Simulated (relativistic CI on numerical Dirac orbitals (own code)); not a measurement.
The 38-electron sequence from Sr I to La XX

Method of calculation: Dirac-Coulomb-Breit CI, orbitals from a KLI potential per configuration, a model potential for QED, unscaled Slater integrals (own radial code, finite nucleus).

CI space (outside the closed core [Ar] 3d10): 4s2.4p6.4d2, 4s2.4p6.5s2, 4s2.4p5.4d3, 4s2.4p6.4d.4f, 4s2.4p6.4f2, 4s2.4p6.4d.5s, 4s.4p6.4d3. Levels of other configurations are missing.

Energies above each ion's lowest level, in cm⁻¹. Levels are followed by their leading LS label, which can pass from one level to another where the coupling changes.

| Ion | 4s2.4p6.4d2 3F_2 | 4s2.4p6.4d2 3F_3 | 4s2.4p6.4d2 3F_4 | 4s2.4p6.4d2 3P_1 | 4s2.4p6.4d2 3P_0 |
| --- | --- | --- | --- | --- | --- |
| Sr I | 37115.4 | 37139.9 | 37178.8 | 40934.1 | 40936.9 |
| Zr III | 0.0 | 573.2 | 1273.4 | 9615.1 | 9417.3 |
| Nb IV | 0.0 | 972.2 | 2133.2 | 11417.6 | 11061.0 |
| Mo V | 0.0 | 1454.7 | 3145.3 | 13027.8 | 12468.8 |
| Tc VI | 0.0 | 2029.0 | 4322.7 | 14589.2 | 13775.9 |
| Ru VII | 0.0 | 2705.9 | 5681.0 | 16193.3 | 15064.4 |
| Rh VIII | 0.0 | 3496.5 | 7235.3 | 17892.8 | 16376.7 |
| Pd IX | 0.0 | 4412.4 | 9000.4 | 19716.4 | 17730.6 |
| Ag X | 0.0 | 5465.7 | 10990.5 | 21681.4 | 19131.1 |
| Cd XI | ? | ? | ? | ? | ? |
| In XII | 0.0 | 8034.9 | 15699.1 | 26086.8 | 22070.0 |
| Sn XIII | 0.0 | 9577.2 | 18441.6 | 28551.8 | 23603.6 |
| Sb XIV | 0.0 | 11309.6 | 21456.8 | 31208.6 | 25176.0 |
| Te XV | 0.0 | 13246.1 | 24753.1 | 34070.8 | 26783.9 |
| I XVI | 0.0 | 15401.2 | 28337.3 | 37152.3 | 28424.1 |
| Xe XVII | 0.0 | 17789.7 | 32214.7 | 40467.8 | 30093.1 |
| Cs XVIII | 0.0 | 20426.6 | 36389.3 | 44032.2 | 31787.6 |
| Ba XIX | 0.0 | 23327.3 | 40864.3 | 47861.0 | 33504.4 |
| La XX | 0.0 | 26507.6 | 45643.0 | 51969.8 | 35240.2 |

Q: Fill in the row of Cd XI.

A: 4s2.4p6.4d2 3F_2 0.0, 4s2.4p6.4d2 3F_3 6668.8, 4s2.4p6.4d2 3F_4 13219.2, 4s2.4p6.4d2 3P_1 23800.8, 4s2.4p6.4d2 3P_0 20578.2 (cm⁻¹).

In the calculation the lowest level changes from 4s2.4p6.5s2 1S_0 to 4s2.4p6.4d2 3F_2 at Zr III.

Between Z = 54 and 57 the energy of 4s2.4p6.4d2 3F_3 follows a local power law Z^7.4. For orientation: electrostatic splittings inside a shell grow about linearly with the screened charge, excitations that change n as its square, and fine structure as its fourth power; written in Z itself the exponents are larger, since the screened charge grows faster in proportion.

The members near neutrality are the least accurate: they can be off by several eV, miss lower levels of configurations outside the list, or start from a wrong lowest level.
